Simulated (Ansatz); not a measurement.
**Nudged elastic band run: Cl$_{3}$H$_{3}$OSi**

input.yaml

```yaml
crystal:
  periodic: [false, false, false]
  atoms:
    - { symbol: Si, position_ang: [0.353103, 0.026366, -0.126793] }
    - { symbol: H, position_ang: [0.484869, 0.279838, 1.309026] }
    - { symbol: Cl, position_ang: [2.234883, 0.189852, -0.945867] }
    - { symbol: Cl, position_ang: [-0.820512, 1.414814, -1.08714] }
    - { symbol: Cl, position_ang: [-0.300572, -1.878044, -0.54928] }
    - { symbol: O, position_ang: [-2.089806, -0.110551, 1.381644] }
    - { symbol: H, position_ang: [-2.703042, 0.456445, 0.889077] }
    - { symbol: H, position_ang: [-2.420325, -1.008421, 1.223835] }
basis:
  gaussian: { orbitals: "6-31G*" }
hamiltonian:
  xc: r2scan
neb:
  order_check: false
  images: 5
  f_tol: 0.2
  max_iterations: 60
  final_atoms:
    - { symbol: Si, position_ang: [-0.47687668, -0.39951988, -0.73106987] }
    - { symbol: H, position_ang: [-0.52050174, 1.61042963, 2.84204174] }
    - { symbol: Cl, position_ang: [1.38166944, -0.74272607, 0.05136145] }
    - { symbol: Cl, position_ang: [-0.65346562, 1.53967644, -1.29784022] }
    - { symbol: Cl, position_ang: [-0.7111144, -1.62581792, -2.35131656] }
    - { symbol: O, position_ang: [-1.64546289, -0.65413311, 0.38230527] }
    - { symbol: H, position_ang: [-1.69547473, -1.53297487, 0.78844059] }
    - { symbol: H, position_ang: [-0.94017538, 1.17536477, 2.41057959] }
  initial_path:
    images:
      - { positions_ang: [[0.353103, 0.026366, -0.126793], [0.484869, 0.279838, 1.309026], [2.234883, 0.189852, -0.945867], [-0.820512, 1.414814, -1.08714], [-0.300572, -1.878044, -0.54928], [-2.089806, -0.110551, 1.381644], [-2.703042, 0.456445, 0.889077], [-2.420325, -1.008421, 1.223835]] }
      - { positions_ang: [[0.23258809, 0.01693574, -0.09146633], [0.33686417, 0.20818136, 1.46844477], [2.14989827, 0.12513803, -0.89223937], [-0.89796203, 1.50881026, -0.97980588], [-0.53643043, -1.84429104, -0.57886631], [-2.01639936, -0.07408735, 1.13938233], [-2.60932749, 0.08498648, 0.63347709], [-1.92063321, -0.65537448, 1.39557569]] }
      - { positions_ang: [[0.11207318, 0.00750549, -0.05613966], [0.18885933, 0.13652472, 1.62786354], [2.06491353, 0.06042406, -0.83861174], [-0.97541206, 1.60280652, -0.87247175], [-0.77228886, -1.81053808, -0.60845261], [-1.94299272, -0.0376237, 0.89712066], [-2.51561298, -0.28647204, 0.37787718], [-1.42094143, -0.30232797, 1.56731639]] }
      - { positions_ang: [[-0.00844173, -0.00192477, -0.02081299], [0.0408545, 0.06486809, 1.78728231], [1.9799288, -0.00428992, -0.7849841], [-1.05286209, 1.69680278, -0.76513763], [-1.00814729, -1.77678512, -0.63803892], [-1.86958608, -0.00116005, 0.65485899], [-2.42189848, -0.65793056, 0.12227727], [-0.92124964, 0.05071855, 1.73905708]] }
      - { positions_ang: [[-0.16458671, -0.13445647, -0.25756528], [-0.14626425, 0.58005527, 2.13886878], [1.78050901, -0.2504353, -0.50620225], [-0.91972993, 1.64442733, -0.94270516], [-0.90913632, -1.72646272, -1.20913146], [-1.79487835, -0.21881773, 0.56400775], [-2.17975723, -0.949612, 0.34433171], [-0.92755822, 0.42560062, 1.96289792]] }
      - { positions_ang: [[-0.3207317, -0.26698817, -0.49431757], [-0.33338299, 1.09524245, 2.49045526], [1.58108922, -0.49658069, -0.2274204], [-0.78659778, 1.59205189, -1.12027269], [-0.81012536, -1.67614032, -1.78022401], [-1.72017062, -0.43647542, 0.47315651], [-1.93761598, -1.24129343, 0.56638615], [-0.9338668, 0.8004827, 2.18673876]] }
      - { positions_ang: [[-0.47687668, -0.39951988, -0.73106987], [-0.52050174, 1.61042963, 2.84204174], [1.38166944, -0.74272607, 0.05136145], [-0.65346562, 1.53967644, -1.29784022], [-0.7111144, -1.62581792, -2.35131656], [-1.64546289, -0.65413311, 0.38230527], [-1.69547473, -1.53297487, 0.78844059], [-0.94017538, 1.17536477, 2.41057959]] }
```

Command:

```bash
$ ansatz run input.yaml --threads 4 --pin off --max-ram 5120MiB --backend cpu --events-out ev --progress --plain --runs-dir out
```

Output, in part (warnings, iteration lines, the closing report on the highest movable image, with atoms numbered from 0):

```
NEB end point (image 0): max|allowed force component| = 2.509e-2 eV/Å (the criterion of neb.relax_end_points is 4.000e-2)
NEB end point (image 6): max|allowed force component| = 1.918e-2 eV/Å (the criterion of neb.relax_end_points is 4.000e-2)
NEB iter   1: max|band force component| = 5.192e1 eV/Å  barrier→ = 7.8647 eV  barrier← = 8.6578 eV  Δτ_max = 0.2000 Å  (194 SCF iters)
NEB iter   2: max|band force component| = 1.316e1 eV/Å  barrier→ = 2.9969 eV  barrier← = 3.7899 eV  Δτ_max = 0.2000 Å  (170 SCF iters)
NEB iter   3: max|band force component| = 7.085e0 eV/Å  barrier→ = 2.1342 eV  barrier← = 2.9273 eV  Δτ_max = 0.2000 Å  (160 SCF iters)
NEB iter   4: max|band force component| = 2.781e0 eV/Å  barrier→ = 1.7086 eV  barrier← = 2.5016 eV  Δτ_max = 0.1641 Å  (157 SCF iters)
NEB iter   5: max|band force component| = 1.226e0 eV/Å  barrier→ = 1.4959 eV  barrier← = 2.2890 eV  Δτ_max = 0.1645 Å  (141 SCF iters)
NEB iter   6: max|band force component| = 7.877e-1 eV/Å  barrier→ = 1.3363 eV  barrier← = 2.1294 eV  Δτ_max = 0.1863 Å  (143 SCF iters)
NEB iter   7: max|band force component| = 1.087e0 eV/Å  barrier→ = 1.1042 eV  barrier← = 1.8973 eV  Δτ_max = 0.0794 Å  (157 SCF iters)
NEB iter   8: max|band force component| = 6.751e-1 eV/Å  barrier→ = 1.0218 eV  barrier← = 1.8149 eV  Δτ_max = 0.1011 Å  (143 SCF iters)
NEB iter   9: max|band force component| = 1.056e0 eV/Å  barrier→ = 1.1780 eV  barrier← = 1.9710 eV  CI = image 3  Δτ_max = 0.1017 Å  (145 SCF iters)
NEB iter  10: max|band force component| = 9.458e-1 eV/Å  barrier→ = 1.4010 eV  barrier← = 2.1941 eV  CI = image 3  Δτ_max = 0.2000 Å  (145 SCF iters)
NEB iter  11: max|band force component| = 7.890e-1 eV/Å  barrier→ = 1.7558 eV  barrier← = 2.5488 eV  CI = image 3  Δτ_max = 0.2000 Å  (151 SCF iters)
NEB iter  12: max|band force component| = 2.103e0 eV/Å  barrier→ = 1.9388 eV  barrier← = 2.7319 eV  CI = image 3  Δτ_max = 0.0998 Å  (151 SCF iters)
NEB iter  13: max|band force component| = 7.572e-1 eV/Å  barrier→ = 1.8120 eV  barrier← = 2.6051 eV  CI = image 3  Δτ_max = 0.0911 Å  (145 SCF iters)
NEB iter  14: max|band force component| = 4.747e-1 eV/Å  barrier→ = 1.7902 eV  barrier← = 2.5833 eV  CI = image 3  Δτ_max = 0.1015 Å  (147 SCF iters)
NEB iter  15: max|band force component| = 1.917e-1 eV/Å  barrier→ = 1.7876 eV  barrier← = 2.5807 eV  CI = image 3  Δτ_max = 0.0000 Å  (286 SCF iters)
Total energy: -47537.48627137 eV, -1746.9703984074 hartree
Atom 0 at    -0.323056     0.031789    -0.109200 Å, force    -0.105346     0.050064    -0.019729 eV/Å
Atom 1 at     0.084672     0.133723     1.540213 Å, force    -0.053295     0.010280     0.041329 eV/Å
Atom 2 at     1.768960    -0.032074    -0.306145 Å, force     0.023285    -0.046356    -0.000933 eV/Å
Atom 3 at    -0.750668     1.781906    -1.087146 Å, force    -0.011299     0.013998     0.009907 eV/Å
Atom 4 at    -0.784625    -1.719777    -1.131405 Å, force     0.000802    -0.022212    -0.025426 eV/Å
Atom 5 at    -1.902645    -0.010690     0.851683 Å, force     0.211739     0.044548    -0.021660 eV/Å
Atom 6 at    -2.482117    -0.779195     0.705462 Å, force    -0.023716    -0.072190     0.011837 eV/Å
Atom 7 at    -0.871923    -0.035382     1.631040 Å, force    -0.042171     0.021868     0.004675 eV/Å
Dipole moment:    -0.466245    -0.248160     0.458847 e Å
```

It converged. The threshold of 0.2 eV/Å is loose, so the images may lie well off the minimum-energy path. Neighbouring images differ by up to 2.2 eV, so the band resolves the path poorly. The order of the point at the top wasn't checked. The orbitals stay closed-shell, which can raise the energy where a bond breaks towards radicals; this wasn't checked here.

Final band (atoms are numbered from 1 in the order of the input):

```csv
image,path coordinate (Å),energy (eV),Si1–H2 (Å),O6–H8 (Å),Si1–O6 (Å)
0,0.00,0.00,1.46,0.97,2.87
1,1.11,0.03,1.47,0.97,2.82
2,2.22,0.21,1.48,0.97,2.42
3,3.34,1.79,1.70,1.29,1.85
4,4.82,-0.40,2.98,2.04,1.64
5,6.31,-0.79,4.17,2.69,1.63
6,7.80,-0.79,4.10,2.82,1.63
```

The run took 3.2 min on 4 threads of Arm Neoverse V1 (shared host), peak memory 0.18 GiB.
